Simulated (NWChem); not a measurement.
System: BGeH5O2; SMILES O[B](O)[GeH3]

The following NWChem deck was run.

```
start job
memory heap 200 mb stack 900 mb global 1100 mb
geometry units angstroms noautoz
  B     -0.000270    -1.069309     0.000929
  Ge     0.000078     1.024226    -0.002082
  H     -0.036688     1.591064    -1.438060
  H     -1.228041     1.604402     0.733477
  H      1.264375     1.603118     0.670719
  O      1.149393    -1.787886    -0.005498
  H      1.943318    -1.248318     0.009963
  O     -1.149618    -1.788461    -0.005599
  H     -1.944195    -1.249900     0.009834
end
basis spherical
  B library 3-21g
  Ge library 3-21g
  H library 3-21g
  O library 3-21g
end
dft
  xc hfexch
  iterations 150
  mulliken
end
task dft energy
```

Excerpt of the output:

```
             Northwest Computational Chemistry Package (NWChem) 7.3.0
             --------------------------------------------------------

 C1  symmetry detected

                             Geometry "geometry" -> ""
                             -------------------------

 Output coordinates in angstroms (scale by  1.889725989 to convert to a.u.)

  No.       Tag          Charge          X              Y              Z
 ---- ---------------- ---------- -------------- -------------- --------------
    1 B                    5.0000    -0.00002826    -1.08858736     0.00438450
    2 Ge                  32.0000    -0.00008248     1.00494563     0.00019318
    3 H                    1.0000    -0.03701888     1.57096687    -1.43610259
    4 H                    1.0000    -1.22828138     1.58530038     0.73547771
    5 H                    1.0000     1.26413213     1.58445965     0.67261340
    6 O                    8.0000     1.14977246    -1.80694708    -0.00168675
    7 H                    1.0000     1.94359447    -1.26721799     0.01343594
    8 O                    8.0000    -1.14923839    -1.80796364    -0.00168868
    9 H                    1.0000    -1.94391815    -1.26954663     0.01347481

 Effective nuclear repulsion energy (a.u.)     244.9425338017

  xc_inp: hfexch multiplicative factor not found.

                                 NWChem DFT Module
                                 -----------------

 Summary of "ao basis" -> "ao basis" (spherical)
 ------------------------------------------------------------------------------
       Tag                 Description            Shells   Functions and Types
 ---------------- ------------------------------  ------  ---------------------
 B                           3-21g                   5        9   3s2p
 Ge                          3-21g                  10       22   5s4p1d
 H                           3-21g                   2        2   2s
 O                           3-21g                   5        9   3s2p

            General Information
            -------------------
          SCF calculation type: DFT
          Wavefunction type:  closed shell.
          No. of atoms     :     9
          No. of electrons :    58
           Alpha electrons :    29
            Beta electrons :    29
          Charge           :     0
          Spin multiplicity:     1
          Use of symmetry is: off; symmetry adaption is: off
          Maximum number of iterations: 150
          AO basis - number of functions:    59
                     number of shells:    35
          Convergence on energy requested:  1.00D-06
          Convergence on density requested:  1.00D-05
          Convergence on gradient requested:  5.00D-04

              XC Information
              --------------
                     Hartree-Fock (Exact) Exchange  1.000

      Superposition of Atomic Density Guess
      -------------------------------------

 Sum of atomic energies:       -2240.89521083

      Non-variational initial energy
      ------------------------------

 Total energy =   -2242.371498
 1-e energy   =   -3612.638282
 2-e energy   =    1125.324250
 HOMO         =      -0.312757
 LUMO         =       0.056512

     ---------------------------------------------
      Total Density - Mulliken Population Analysis
     ---------------------------------------------

    Atom       Charge   Shell Charges
 -----------   ------   -------------------------------------------------------
    1 B    5     4.27   1.99  0.40  0.87  0.61  0.40
    2 Ge  32    31.64   2.00  2.00  5.99  2.00  5.95  0.78  1.49  0.57  0.88  9.97
    3 H    1     1.10   0.39  0.71
    4 H    1     1.11   0.39  0.72
    5 H    1     1.11   0.39  0.72
    6 O    8     8.91   1.99  0.44  2.29  1.42  2.78
    7 H    1     0.48   0.31  0.17
    8 O    8     8.91   1.99  0.44  2.29  1.42  2.78
    9 H    1     0.48   0.31  0.17

   convergence    iter        energy       DeltaE   RMS-Dens  Diis-err
 ---------------- ----- ----------------- --------- --------- ---------
 d= 0,ls=0.0,diis     1  -2241.6768468837 -2.49D+03  1.05D-02  6.08D-01
 d= 0,ls=0.0,diis     2  -2241.7398731348 -6.30D-02  3.54D-03  1.84D-01
 d= 0,ls=0.0,diis     3  -2241.7552646410 -1.54D-02  1.26D-03  3.08D-03
 d= 0,ls=0.0,diis     4  -2241.7559607087 -6.96D-04  3.23D-04  5.80D-05
 d= 0,ls=0.0,diis     5  -2241.7559828050 -2.21D-05  7.81D-05  2.85D-06
  Resetting Diis
 d= 0,ls=0.0,diis     6  -2241.7559839559 -1.15D-06  2.14D-05  1.71D-07
 d= 0,ls=0.0,diis     7  -2241.7559840261 -7.02D-08  1.97D-06  6.87D-09

         Total DFT energy =    -2241.755984026096
      One electron energy =    -3614.251918797534
           Coulomb energy =     1227.169948699207
    Exchange-Corr. energy =      -99.616547729428
 Nuclear repulsion energy =      244.942533801659

 Numeric. integr. density =        0.000000000000

                       DFT Final Molecular Orbital Analysis
                       ------------------------------------

 Vector   27  Occ=2.000000D+00  E=-4.712230D-01
              MO Center=  3.6D-02,  1.3D+00,  4.6D-01, r^2= 2.6D+00
   Bfn.  Coefficient  Atom+Function         Bfn.  Coefficient  Atom+Function
  ----- ------------  ---------------      ----- ------------  ---------------
    37      0.349775  5 H  s                 35     -0.339272  4 H  s
    20      0.336416  2 Ge px                36      0.205244  5 H  s
    34     -0.199329  4 H  s                 16     -0.185481  2 Ge px
    24      0.119851  2 Ge px                45     -0.071719  6 O  py
    56      0.071604  8 O  py                41     -0.063301  6 O  py

 Vector   28  Occ=2.000000D+00  E=-4.686089D-01
              MO Center= -3.6D-02,  1.3D+00, -4.7D-01, r^2= 2.5D+00
   Bfn.  Coefficient  Atom+Function         Bfn.  Coefficient  Atom+Function
  ----- ------------  ---------------      ----- ------------  ---------------
    33      0.389774  3 H  s                 22     -0.338596  2 Ge pz
    32      0.234252  3 H  s                 35     -0.208376  4 H  s
    37     -0.191560  5 H  s                 18      0.186514  2 Ge pz
    26     -0.131606  2 Ge pz                34     -0.122976  4 H  s
    36     -0.112886  5 H  s                 57      0.061055  8 O  pz

 Vector   29  Occ=2.000000D+00  E=-4.026359D-01
              MO Center= -3.9D-07, -2.4D-01,  2.1D-03, r^2= 3.3D+00
   Bfn.  Coefficient  Atom+Function         Bfn.  Coefficient  Atom+Function
  ----- ------------  ---------------      ----- ------------  ---------------
    21      0.374774  2 Ge py                 6     -0.331358  1 B  s
     4     -0.273492  1 B  py                45      0.255742  6 O  py
    56      0.255745  8 O  py                41      0.197763  6 O  py
    52      0.197730  8 O  py                17     -0.186928  2 Ge py
    35      0.128010  4 H  s                 37      0.128358  5 H  s

 Vector   30  Occ=0.000000D+00  E= 1.265125D-01
              MO Center=  5.0D-03,  5.5D-02,  4.7D-02, r^2= 4.3D+00
   Bfn.  Coefficient  Atom+Function         Bfn.  Coefficient  Atom+Function
  ----- ------------  ---------------      ----- ------------  ---------------
    26      0.958378  2 Ge pz                33      0.807521  3 H  s
    35     -0.437444  4 H  s                 37     -0.406598  5 H  s
     9      0.326928  1 B  pz                 5      0.225981  1 B  pz
    46     -0.221202  6 O  pz                57     -0.220928  8 O  pz
     6      0.149189  1 B  s                 42     -0.134477  6 O  pz

 Vector   31  Occ=0.000000D+00  E= 1.613504D-01
              MO Center= -7.6D-02,  5.7D-01, -1.9D-01, r^2= 4.8D+00
   Bfn.  Coefficient  Atom+Function         Bfn.  Coefficient  Atom+Function
  ----- ------------  ---------------      ----- ------------  ---------------
    24      1.312645  2 Ge px                37     -0.902781  5 H  s
    35      0.864895  4 H  s                 54      0.223572  8 O  s
    59     -0.201078  9 H  s                 43     -0.199368  6 O  s
    48      0.160690  7 H  s                 45     -0.149700  6 O  py
    56      0.149945  8 O  py                20      0.128030  2 Ge px

 Vector   32  Occ=0.000000D+00  E= 1.706826D-01
              MO Center=  5.1D-02,  9.6D-01,  4.0D-02, r^2= 5.7D+00
   Bfn.  Coefficient  Atom+Function         Bfn.  Coefficient  Atom+Function
  ----- ------------  ---------------      ----- ------------  ---------------
    25      1.702487  2 Ge py                 6      1.539194  1 B  s
    23     -0.823727  2 Ge s                  8      0.798503  1 B  py
    33     -0.304446  3 H  s                 48     -0.285682  7 H  s
    59     -0.265451  9 H  s                 35     -0.261465  4 H  s
     4      0.213056  1 B  py                19      0.208144  2 Ge s

     ---------------------------------------------
      Total Density - Mulliken Population Analysis
     ---------------------------------------------

    Atom       Charge   Shell Charges
 -----------   ------   -------------------------------------------------------
    1 B    5     4.50   1.99  0.37  1.13  0.53  0.49
    2 Ge  32    31.39   2.00  2.00  5.99  2.00  5.96  0.75  1.68  0.48  0.56  9.97
    3 H    1     1.16   0.41  0.75
    4 H    1     1.17   0.41  0.77
    5 H    1     1.17   0.41  0.77
    6 O    8     8.70   1.99  0.41  2.12  1.47  2.70
    7 H    1     0.60   0.43  0.17
    8 O    8     8.70   1.99  0.41  2.12  1.47  2.70
    9 H    1     0.60   0.43  0.17

     -------------------------------------------
      Total Density - Lowdin Population Analysis
     -------------------------------------------

[...]
```

Level: Hartree-Fock/3-21G. Geometry: optimised at PBE0/def2-SVP.
